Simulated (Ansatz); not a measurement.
Program: Ansatz. Geometries: PBE0-D4/def2-TZVP. ΔE: electronic, gas phase. CCSD(T)/CBS is the MP2 limit (def2-TZVPP, def2-QZVPP) plus CCSD(T) − MP2 in def2-TZVPP, frozen cores. DFT in def2-TZVPP. Elements past krypton have def2 core potentials. For Ge, Sn outer-core shells are correlated without core-valence functions, which leaves a few kJ/mol of doubt a bond. Scalar relativity is left out up to krypton. Each species was taken in one conformer, which may not be the lowest.

Consider the cleavage of the Si–Sn bond: `F[CH2][SnH2][SiH3]` + `N=[C]1[CH2][GeH2]1` → `[SiH3]/N=[C]1/[CH2][GeH2]1` + `F[CH2][SnH3]`.

```csv
level,ΔE (eV)
r2SCAN-D4,-0.24
PBE,-0.13
HF/def2-TZVPP,-0.31
SCS-MP2/def2-TZVPP,-0.30
CCSD/def2-TZVPP,-0.21
CCSD(T)/def2-TZVPP,-0.23
MP2/def2-QZVPP,-0.28
CCSD/CBS(def2),-0.18
```

Task: What does CCSD(T)/CBS give? (An estimate is asked.)

Result: The calculation gave: -0.20 eV. The listed levels differ from it by -0.04, 0.07, -0.11, -0.10, -0.01, -0.03, -0.08, 0.02 eV.

Largest T1 diagnostic among the species: 0.014.
